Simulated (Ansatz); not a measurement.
silylphosphine (H5PSi), SMILES [SiH3]P.

Coordinates come from a B3LYP-D3(BJ)/def2-TZVP optimisation.

Two levels are set side by side: PBE/def2-TZVPD (Ansatz, an electronic-structure program) and PBE0/def2-TZVPD (Ansatz). Energy differences of separate SCF runs at the same geometry; the states with an electron removed or added have multiplicity 2 and 2. Differences are taken from unrounded values.

```csv
quantity,PBE
vertical ionisation energy (eV),9.72
vertical singlet–triplet gap (eV),5.32
```

Question: These are the PBE values. What does PBE0 give? (An estimate is asked for; the answer gives what the named calculation found.)

Answer: 
| quantity | PBE0 | PBE minus PBE0 |
|---|---|---|
| vertical ionisation energy (eV) | 9.78 | -0.06 |
| vertical singlet–triplet gap (eV) | 5.43 | -0.11 |
